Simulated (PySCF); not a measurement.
Compound: C7H13FO2.
Numbering: `[CH3:1][CH2:2][CH2:3][C@@H:4]1[O:5][CH2:6][CH2:7][O:8][C@H:9]1[F:10]` (hydrogens: H11, H12, H13 on C1; H14, H15 on C2; H16, H17 on C3; H18 on C4; H19, H20 on C6; H21, H22 on C7; H23 on C9)

Method: PBE0-D3(BJ)/def2-SVP geometry optimisation, gas phase in PySCF; density fitting, grid level 1; the optimiser is geomeTRIC in internal coordinates, started from a GFN2-xTB structure with every atom displaced at random (about 0.01 Å).

At the end of the run (lengths in Å): C3–C4 1.512, C1–H13 1.102, C1–C2 1.520, O8–C9 1.387, C9–H23 1.112, C2–H14 1.104, C6–C7 1.514, C7–O8–C9 112.2°, C4–O5–C6 112.4°, C1–C2–C3 113.1°, C2–C3–C4 113.1°, C1–C2–C3–C4 177°, C2–C3–C4–O5 -63°, C3–C4–O5–C6 179°, H16–C3–C4–O5 59°, H18–C4–C3–C2 58°.

**Question.** These geometries were met on the way; a selection of coordinates is given. Order them by energy above the end point, lowest first.
A. C3–C4 1.512, C1–H13 1.102, C1–C2 1.519, O8–C9 1.387, C9–H23 1.111, C2–H14 1.104, C6–C7 1.514, C7–O8–C9 112.0°, C4–O5–C6 112.4°, C1–C2–C3 113.0°, C2–C3–C4 113.3°, C1–C2–C3–C4 176°, C2–C3–C4–O5 -66°, C3–C4–O5–C6 180°, H16–C3–C4–O5 55°, H18–C4–C3–C2 54°
B. C3–C4 1.568, C1–H13 1.131, C1–C2 1.491, O8–C9 1.412, C9–H23 1.087, C2–H14 1.082, C6–C7 1.534, C7–O8–C9 109.7°, C4–O5–C6 110.7°, C1–C2–C3 111.4°, C2–C3–C4 112.3°, C1–C2–C3–C4 178°, C2–C3–C4–O5 -64°, C3–C4–O5–C6 180°, H16–C3–C4–O5 57°, H18–C4–C3–C2 54°
C. C3–C4 1.512, C1–H13 1.099, C1–C2 1.520, O8–C9 1.386, C9–H23 1.119, C2–H14 1.107, C6–C7 1.515, C7–O8–C9 112.0°, C4–O5–C6 112.8°, C1–C2–C3 114.1°, C2–C3–C4 111.5°, C1–C2–C3–C4 176°, C2–C3–C4–O5 -68°, C3–C4–O5–C6 180°, H16–C3–C4–O5 53°, H18–C4–C3–C2 52°

**Answer.** A (0.004 eV), C (0.017 eV), B (0.177 eV).

```json
{"step": "3", "E above end (eV)": "0.004", "rms distance from the end, all atoms (Å)": "0.061", "largest force (eV/Å)": "0.043", "rms shift of all bonds from the end (Å)": "0.000"}
{"step": "1", "E above end (eV)": "0.017", "rms distance from the end, all atoms (Å)": "0.093", "largest force (eV/Å)": "0.389", "rms shift of all bonds from the end (Å)": "0.003"}
{"step": "0", "E above end (eV)": "0.177", "rms distance from the end, all atoms (Å)": "0.052", "largest force (eV/Å)": "2.021", "rms shift of all bonds from the end (Å)": "0.019"}
```

Rows stand in the order of the answer.
